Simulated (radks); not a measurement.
Results of a calculation; reference values are marked as such.
Effect of the nuclear size on neutral phosphorus, [Ne] 3s2 3p3. Level of theory: Dirac Kohn-Sham, PBE, spin-unpolarised, spherical densities, finite nucleus; open shells fill j = l - 1/2 first; Fermi nuclear charge, rms radius 3.1889 fm (a radial shooting solver on a logarithmic mesh with Libxc functionals). The rms radius is varied about that value; shifts are against it.

\begin{tabular}{lrrr}
rms radius (fm) & total energy shift (eV) & density at nucleus (e/bohr^3) & 1s1/2 shift (meV) \\ \hline
2.8381 & -0.00154 & 2392 & -0.643 \\
2.9338 & -0.00114 & 2391 & -0.475 \\
3.1889 & 0 & 2388 & 0.000 \\
3.4887 & 0.00145 & 2385 & 0.608 \\
3.5556 & 0.00180 & 2384 & 0.751 \\
\end{tabular}

Slopes of the eigenvalues against <r^2> in GHz/fm^2, as finite differences over the two radii next to the reference (eigenvalue slopes, not the field-shift constants of lines): 1s1/2 73.5.
